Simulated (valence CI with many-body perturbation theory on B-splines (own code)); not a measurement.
# Ge25+: calculated level list

Calculated by relativistic CI+MBPT: five valence electrons over a frozen Dirac-Fock core [He], a basis of 9 s, 9 p, 8 d, 6 f, 3 g, 1 h functions for each j, with the one-electron correlation potential Σ1, the two-electron term Σ2, the three-electron term Σ3, Breit, model QED; selected CI, second order for the rest (own B-spline code, finite nucleus).

No measured levels were compared; by estimate levels of excited configurations hold to 0.05 to 0.15 % of their energy, terms of the ground configuration to about 0.5 %. Among the levels kept, up to 1700 cm⁻¹ of a level comes from second order outside the variational space, and about a tenth of that is noise between levels of different J, which matters for small intervals.

Levels 1 to 45 of 84, with energies above the lowest level, (2s^2 2p1/2^2 2p3/2) J=3/2. "Leading %" is the weight of the configuration and term that name the level; weights of strongly mixed levels are sums over their largest components and can fall short. In the jj column 3d3/2^4 stands for four electrons in 3d with j = 3/2. Lifetimes count E1, E2, E3, M1 and M2 decay at the calculated energies, and are blank where another channel may lead or the interval is too uncertain; long ones can be off by a factor of two.

```csv
No.,Configuration,Term,J,E (× 10³ cm⁻¹),Leading %,Leading jj,g,Lifetime
1,2s2 2p3,4S°,3/2,0.00,62,2s^2 2p1/2^2 2p3/2 (83 %),1.681,
2,2s2 2p3,2D°,3/2,233.78,60,2s^2 2p1/2 2p3/2^2 (85 %),1.204,4.28 μs
3,2s2 2p3,2D°,5/2,313.67,100,2s^2 2p1/2 2p3/2^2 (100 %),1.194,24.3 μs
4,2s2 2p3,2P°,1/2,426.68,99,2s^2 2p1/2 2p3/2^2 (99 %),0.658,2.61 μs
5,2s2 2p3,2P°,3/2,629.88,62,2s^2 2p3/2^3 (95 %),1.233,1.07 μs
6,2s 2p4,4P,5/2,1081.7,92,2s 2p1/2^2 2p3/2^2 (89 %),1.564,47.9 ps
7,2s 2p4,4P,3/2,1248.9,89,2s 2p1/2 2p3/2^3 (62 %),1.648,24.2 ps
8,2s 2p4,4P,1/2,1272.6,82,2s 2p1/2^2 2p3/2^2 (62 %),2.537,22.6 ps
9,2s 2p4,2D,3/2,1505.0,76,2s 2p1/2 2p3/2^3 (55 %),0.963,11.7 ps
10,2s 2p4,2D,5/2,1569.9,92,2s 2p1/2 2p3/2^3 (89 %),1.225,16.9 ps
11,2s 2p4,2S,1/2,1717.6,50,2s 2p1/2 2p3/2^3 (50 %),1.582,6.86 ps
12,2s 2p4,2P,3/2,1788.6,82,2s 2p1/2 2p3/2^3 (83 %),1.240,5.00 ps
13,2s 2p4,2P,1/2,2039.4,62,2s 2p3/2^4 (73 %),1.201,5.42 ps
14,2p5,2P°,3/2,2744.5,98,2p1/2^2 2p3/2^3 (98 %),1.328,6.03 ps
15,2p5,2P°,1/2,3017.8,99,2p1/2 2p3/2^4 (99 %),0.658,5.17 ps
16,2s2 2p2 3s,4P,1/2,11614,63,2s^2 2p1/2^2 3s (93 %),2.170,225 fs
17,2s2 2p2 3s,4P,3/2,11821,90,2s^2 2p1/2 2p3/2 3s (98 %),1.694,286 fs
18,2s2 2p2 3s,2P,1/2,11855,73,2s^2 2p1/2 2p3/2 3s (97 %),1.175,127 fs
19,2s2 2p2 3p,4D°,1/2,11878,48,2s^2 2p1/2^2 3p1/2 (93 %),0.684,19.5 ps
20,2s2 2p2 3s,4P,5/2,11890,59,2s^2 2p1/2 2p3/2 3s (91 %),1.436,238 fs
21,2s2 2p2 3s,2P,3/2,11920,49,2s^2 2p1/2 2p3/2 3s (95 %),1.078,132 fs
22,2s2 2p2 3p,4D°,3/2,11983,39,2s^2 2p1/2^2 3p3/2 (86 %),1.344,11.8 ps
23,2s2 2p2 3p,2S°,1/2,12083,34,2s^2 2p1/2 2p3/2 3p1/2 (94 %),1.564,20.8 ps
24,2s2 2p2 3p,4D°,3/2,12115,46,2s^2 2p1/2 2p3/2 3p1/2 (92 %),1.179,18.3 ps
25,2s2 2p2 3p,4D°,5/2,12160,61,2s^2 2p1/2 2p3/2 3p1/2 (71 %),1.232,31.6 ps
26,2s2 2p2 3s,2D,5/2,12166,59,2s^2 2p3/2^2 3s (90 %),1.354,195 fs
27,2s2 2p2 3p,4P°,5/2,12175,45,2s^2 2p1/2 2p3/2 3p3/2 (80 %),1.407,11.6 ps
28,2s2 2p2 3p,4P°,1/2,12188,51,2s^2 2p1/2 2p3/2 3p3/2 (92 %),1.987,11.9 ps
29,2s2 2p2 3s,2D,3/2,12188,50,2s^2 2p3/2^2 3s (94 %),1.078,137 fs
30,2s2 2p2 3p,2D°,3/2,12210,53,2s^2 2p1/2 2p3/2 3p3/2 (92 %),1.238,5.47 ps
31,2s2 2p2 3p,4D°,7/2,12240,61,2s^2 2p1/2 2p3/2 3p3/2 (90 %),1.317,29.8 ps
32,2s2 2p2 3p,4S°,3/2,12250,43,2s^2 2p1/2 2p3/2 3p1/2 (59 %),1.679,1.76 ps
33,2s2 2p2 3d,4F,3/2,12279,48,2s^2 2p1/2^2 3d3/2 (93 %),0.739,172 fs
34,2s2 2p2 3p,2P°,3/2,12283,58,2s^2 2p1/2 2p3/2 3p3/2 (66 %),1.218,5.37 ps
35,2s2 2p2 3p,2F°,5/2,12312,35,2s^2 2p1/2 2p3/2 3p3/2 (78 %),1.184,7.46 ps
36,2s2 2p2 3d,4F,5/2,12328,30,2s^2 2p1/2^2 3d5/2 (88 %),1.193,52.9 fs
37,2s2 2p2 3s,2S,1/2,12342,79,2s^2 2p3/2^2 3s (93 %),1.981,172 fs
38,2s2 2p2 3p,2P°,1/2,12361,74,2s^2 2p1/2 2p3/2 3p3/2 (77 %),0.797,4.25 ps
39,2s 2p3 3s,6S°,5/2,12447,85,2s 2p1/2^2 2p3/2 3s (52 %),1.920,2.55 ps
40,2s2 2p2 3p,2D°,3/2,12482,33,2s^2 2p3/2^2 3p1/2 (78 %),1.298,1.61 ps
41,2s2 2p2 3d,2P,3/2,12492,40,2s^2 2p1/2 2p3/2 3d3/2 (93 %),0.971,90.9 fs
42,2s2 2p2 3d,4F,5/2,12502,52,2s^2 2p1/2 2p3/2 3d3/2 (90 %),1.009,152 fs
43,2s2 2p2 3d,4D,1/2,12505,80,2s^2 2p1/2 2p3/2 3d3/2 (98 %),0.196,198 fs
44,2s2 2p2 3p,2D°,5/2,12505,52,2s^2 2p3/2^2 3p3/2 (91 %),1.260,14.2 ps
45,2s2 2p2 3d,4F,7/2,12506,62,2s^2 2p1/2 2p3/2 3d5/2 (93 %),1.285,854 fs
```

The ionisation energy to 2s2 2p2 3P_0 of the next ion comes out as 2574.3 eV (NIST: 2575 ± 19 eV (semi-empirical)). All 84 levels together are meant to be complete up to 13013 × 10³ cm⁻¹.
